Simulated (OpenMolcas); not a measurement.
## Dy3+ in Cs2NaYF6: curves along the breathing mode

Dy3+ with its 6 nearest fluoride ions, on the Y site of Cs2NaYF6 (a = 9.075 Å, distance in the model lattice 2.178 Å). The rest of the host is ab initio model potentials to 7.6 Å, with orthogonalisation functions on the cations behind the ligands, and point charges beyond; the distance is set by hand and nothing relaxes. Ligand basis ANO-RCC-VDZP.

```json
{"Program": "OpenMolcas 26.06", "Method": "CASSCF", "Basis": "ANO-RCC-VDZP [7s6p4d2f1g]", "Scalar Hamiltonian": "DKH2, point nucleus", "Active space": "9 electrons in 7 orbitals (4f)", "State averaging": "2S+1 = 6 odd, 21 roots; 2S+1 = 4 odd, 115 roots kept (CI in the orbitals of an earlier block, 108 in the spin-orbit step); 2S+1 = 2 odd, 82 roots kept (CI in the orbitals of an earlier block, 39 in the spin-orbit step)", "Spin-orbit coupling": "state interaction with AMFI integrals over the reference wave functions"}
```

Spin-free energies (labels of O, the rotations of Oh) in cm-1 above the lowest fitted minimum, as all ligands move together:

```json
{"R (Å)": "2.061", "6T1": "6810", "6T2": "7440", "6E": "7850", "6T1(2)": "7940", "6T1(3)": "14700", "6T2(2)": "15080", "6A2": "15390"}
{"R (Å)": "2.11", "6T1": "2170", "6T2": "2710", "6E": "3060", "6T1(2)": "3150", "6T1(3)": "9980", "6T2(2)": "10320", "6A2": "10590"}
{"R (Å)": "2.158", "6T1": "200", "6T2": "660", "6E": "970", "6T1(2)": "1060", "6T1(3)": "7950", "6T2(2)": "8250", "6A2": "8490"}
{"R (Å)": "2.207", "6T1": "380", "6T2": "780", "6E": "1050", "6T1(2)": "1130", "6T1(3)": "8080", "6T2(2)": "8350", "6A2": "8560"}
{"R (Å)": "2.255", "6T1": "2380", "6T2": "2720", "6E": "2970", "6T1(2)": "3050", "6T1(3)": "10040", "6T2(2)": "10280", "6A2": "10470"}
{"R (Å)": "2.304", "6T1": "6020", "6T2": "6320", "6E": "6540", "6T1(2)": "6610", "6T1(3)": "13650", "6T2(2)": "13870", "6A2": "14030"}
{"R (Å)": "2.352", "6T1": "10960", "6T2": "11220", "6E": "11420", "6T1(2)": "11490", "6T1(3)": "18570", "6T2(2)": "18760", "6A2": "18910"}
```

Cubic fits give the following; the wavenumber is harmonic, with the mass of all moving ligands, small differences in it between states hang on the degree of the fit, a number in brackets counts states of one label, and the table is a selection of at most 14 states with clean curves.

```
 State  R0 (Å)  Breathing mode (cm-1)  Minimum (cm-1)
   6T1   2.179                    510               0
   6T2   2.180                    511             430
    6E   2.181                    511             730
6T1(2)   2.181                    510             810
6T1(3)   2.180                    511            7730
6T2(2)   2.180                    511            8010
   6A2   2.181                    511            8240
    4E   2.179                    510           24800
   4T2   2.178                    509           24810
   4A2   2.179                    510           24910
4T2(2)   2.178                    511           24900
   4T1   2.178                    510           24920
4T1(2)   2.178                    510           25080
4T2(3)   2.179                    510           25180
```

For an f ion spin-orbit coupling outweighs the ligand field, so these spin-free curves are not those of observable levels.

High states are left out of the spin-orbit mixing, which shifts the levels that they would mix with. Without dynamic correlation the ligand-field splitting of an f shell can come out too small, at times by half. No measured value stands beside these numbers.
